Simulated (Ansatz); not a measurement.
Basis sets compared for the cluster BiTe2. Total charge 0; doublet. Geometry B3LYP-D4/def2-SVP. Ansatz on 4 threads of Arm Neoverse V1 on a shared host; times are rough, and most runs start from earlier orbitals.

```csv
atom,x (Å),y (Å),z (Å)
Bi1,1.401,-0.599,-0.672
Te2,-1.374,0.102,-0.893
Te3,-0.027,0.497,1.565
```

In the def2 sets Bi, Te take a core potential; there is no spin–orbit coupling. The structure comes from a short search, and lower isomers may exist.

Binding counts from free atoms (Bi quartet, Te triplet) in the same basis, without a counterpoise term.

| level | functions | energy (Eh) | HOMO (eV) | LUMO (eV) | binding per atom (eV) | wall time |
| --- | --- | --- | --- | --- | --- | --- |
| PBE-D4/def2-SVP | 78 | -750.7667 | -4.54 | -3.68 | 1.89 | 1.4 s |
| PBE-D4/def2-TZVP (with forces) | 150 | -750.7981 | -4.62 | -3.75 | 1.95 | 2.8 s |
| r2SCAN-D4/def2-TZVP | 150 | -751.0821 | -4.84 | -3.46 | 1.70 | 8 s |
| PBE0-D4/def2-SVP | 78 | -750.7712 | -5.50 | -3.03 | 1.69 | 2.1 s |
| PBE0-D4/def2-TZVP | 150 | -750.8005 | -5.57 | -3.06 | 1.76 | 4.3 s |

Task: Estimate the rows for PBE-D4/def2-TZVPD, r2SCAN-D4/def2-TZVPD, PBE0-D4/def2-TZVPD.

Result: 
| level | functions | energy (Eh) | HOMO (eV) | LUMO (eV) | binding per atom (eV) | wall time |
| --- | --- | --- | --- | --- | --- | --- |
| PBE-D4/def2-TZVPD | 174 | -750.7990 | -4.65 | -3.77 | 1.95 | 3.9 s |
| r2SCAN-D4/def2-TZVPD | 174 | -751.0831 | -4.87 | -3.47 | 1.71 | 9 s |
| PBE0-D4/def2-TZVPD | 174 | -750.8013 | -5.59 | -3.08 | 1.76 | 6 s |
